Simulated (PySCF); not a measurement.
C3H12OSi3.
Z-matrix (Å and degrees, GFN2-xTB geometry), rows numbered from 1:
```
C 
Si  1  1.8929
O   2  1.6329  1  106.08
Si  3  1.6177  2  150.48  1  -170.04
C   2  1.9179  1  119.05  3   127.08
Si  5  1.9163  2   91.33  1   128.26
C   6  1.9159  5   88.48  2    -5.19
H   1  1.0850  2  111.08  3    60.10
H   1  1.0850  2  110.95  3   -59.72
H   1  1.0844  2  110.88  3  -179.75
H   4  1.4631  3  108.51  2   -68.49
H   4  1.4637  3  109.01  2    52.00
H   4  1.4603  3  103.42  2   171.59
H   5  1.0863  2  115.10  1  -113.09
H   5  1.0866  2  114.51  1    11.18
H   6  1.4667  5  114.51  2  -121.38
H   6  1.4655  5  114.23  2   110.87
H   7  1.0863  2  114.89  1   -10.67
H   7  1.0863  2  114.73  1   113.61
```

NICS = −σ at a ghost point: NICS(0) at the centroid of the ring atoms, NICS(1) 1 Å to either side along the normal of their mean plane, zz for the tensor component along that normal. Level: GIAO PBE0/pcSseg-1 (PySCF, non-relativistic, gas phase) on the GFN2-xTB geometry, one conformer.

Ring bond lengths (Å), with Mayer bond orders in brackets: Si2–C5 1.918 (0.87), C5–Si6 1.916 (0.92), Si6–C7 1.916 (0.92), C7–Si2 1.918 (0.87).

What do the NICS probes read (ppm)?

| ring | type | NICS(0) | NICS(1), two faces | NICS(1)zz, two faces | rms pucker (Å) | centre to ring atoms, mean (Å) |
| --- | --- | --- | --- | --- | --- | --- |
| Si2–C5–Si6–C7 | 4-membered ring with 2 Si; formal bonds all single | 0.4 | -1.8 / -0.8 | 3.6 / 3.7 | 0.04 | 1.35 |

What can be read from them?

- Si2–C5–Si6–C7: mean NICS(1)zz 3.6 ppm, deshielded. Si2, C5, Si6, C7 have four or more neighbours; no verdict on aromaticity is drawn.

Give the inner angles of the rings and the Hirshfeld charges of the ring atoms.

- Si2–C5–Si6–C7: Si2 88.4° (+0.460 e), C5 91.3° (-0.268 e), Si6 88.5° (+0.337 e), C7 91.3° (-0.268 e); sum 359.5° against 360° for a flat convex ring.
